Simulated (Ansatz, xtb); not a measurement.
**A geometry optimisation of BF2OSi− with r2SCAN-D4/def2-SVPD**

The starting geometry of this gas-phase singlet has its atoms placed at random.

```xyz
5

B    -0.0831   -0.9528   -0.5149
F     0.6588    0.0330    0.6270
F     1.2402   -0.4905   -1.1646
O     0.3113    1.1574    1.4432
Si   -0.4508   -0.7877    1.8021
```

Q: Guess where an optimisation with r2SCAN-D4/def2-SVPD ends from this start.

A: It ends as `F[B-]1(F)O[Si]1`. Distances that change by over a tenth: F2–O4 (1.43 → 2.41 Å). Contacts that open: F2–Si5 (1.81 → 3.04 Å). Contacts that close: B1–F2 (1.68 → 1.41 Å), B1–O4 (2.91 → 1.45 Å), B1–Si5 (2.35 → 2.02 Å), O4–Si5 (2.12 → 1.73 Å).

The energy falls by 12.49 eV over 31 steps:

```
step  E − E(last) (eV)
   1            12.492
   4             5.956
   8             1.354
  11             0.796
  14             0.775
  18             0.741
  21             0.739
  24             0.724
  28             0.047
  31             0.000
```

Final geometry (Å):

```xyz
5

B     0.4961   -0.3497    0.2327
F     1.8680   -0.6348    0.3974
F     0.1829   -0.3104   -1.1424
O     0.0099    0.7820    1.0033
Si   -0.8805   -0.5276    1.7017
```

From the same start GFN2-xTB ends elsewhere, differing in B1–O4 (3.17 against 1.45 Å here).

From so rough a start the end depends on the optimiser's path, so another program may land elsewhere. The end wasn't checked by frequencies. Run with Ansatz 0.2.0, 55 s on 2 threads of Arm Neoverse V2 (shared host).
